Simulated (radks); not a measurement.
Problem. The zinc ion Zn3+, 27 electrons, occupied as [Ar] 3d9. Method: scalar-relativistic Kohn-Sham, AM05, spin-polarised, spherical densities, finite nucleus; open shells are filled with parallel spins first; Fermi nuclear charge, rms radius 3.9283 fm; computed with a radial shooting solver on a logarithmic mesh with Libxc functionals. Some entries of the table are withheld. Estimate them.

| orbital | occ. | eigenvalue (eV) | r(max) (bohr) |
|---|---|---|---|
| 1s up | 1 | -9550.933 | 0.03295 |
| 1s down | 1 | -9550.926 | 0.03295 |
| 2s up | 1 | -1199.126 | 0.1895 |
| 2s down | 1 | -1198.414 | 0.1895 |
| 2p up | 3 | -1045.761 | 0.1522 |
| 2p down | 3 | -1045.222 | 0.1521 |
| 3s up | 1 | -171.0473 | 0.5878 |
| 3s down | 1 | -169.8243 | 0.5880 |
| 3p up | 3 | -125.3391 | 0.5909 |
| 3p down | 3 | -124.1344 | 0.5913 |
| 3d up | 5 | (1) | (2) |
| 3d down | 4 | (3) | (4) |
| 4s up | 0 | -35.3150 | 1.755 |
| 4s down | 0 | -34.9904 | 1.765 |
| 4p up | 0 | (5) | 2.026 |
| 4p down | 0 | (6) | 2.040 |

Solution. 
(1) 3d up eigenvalue (eV): -51.2655
(2) 3d up r(max) (bohr): 0.5571
(3) 3d down eigenvalue (eV): -50.1027
(4) 3d down r(max) (bohr): 0.5587
(5) 4p up eigenvalue (eV): -26.3335
(6) 4p down eigenvalue (eV): -26.1063
